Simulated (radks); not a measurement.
Results of a calculation; reference values are marked as such.
Trend from Zr to Cd: ionisation energy by Delta-SCF between NIST ground configurations, and size. Level of theory: scalar-relativistic Kohn-Sham, BLYP, spin-polarised, spherical densities, finite nucleus; open shells are filled with parallel spins first (spin-orbit coupling, left out, can overturn this in heavy ions); Fermi nuclear charge, rms radius of each element as measured or else 0.836 A^(1/3) + 0.57 fm (a radial shooting solver on a logarithmic mesh with Libxc functionals).

species  configuration  configuration of the ion  IE (eV)  NIST (eV)  kind
Zr        [Kr] 4d2 5s2              [Kr] 4d2 5s1    6.569      6.634  exp.
Nb        [Kr] 4d4 5s1                  [Kr] 4d4    7.002      6.759  exp.
Mo        [Kr] 4d5 5s1                  [Kr] 4d5    7.281      7.092  exp.
Tc        [Kr] 4d5 5s2              [Kr] 4d5 5s1    7.230      7.119  exp.
Ru        [Kr] 4d7 5s1                  [Kr] 4d7    7.698      7.361  exp.
Rh        [Kr] 4d8 5s1                  [Kr] 4d8    7.827      7.459  exp.
Pd           [Kr] 4d10                  [Kr] 4d9    8.918      8.337  exp.
Ag       [Kr] 4d10 5s1                 [Kr] 4d10    8.002      7.576  exp.
Cd       [Kr] 4d10 5s2             [Kr] 4d10 5s1    9.146      8.994  exp.

Reference values: NIST Atomic Spectra Database (exp. = measured, semi-emp. = semi-empirical, theory = theoretical value adopted there). Open shells are spherical and high-spin; term and fine-structure splittings are not resolved.
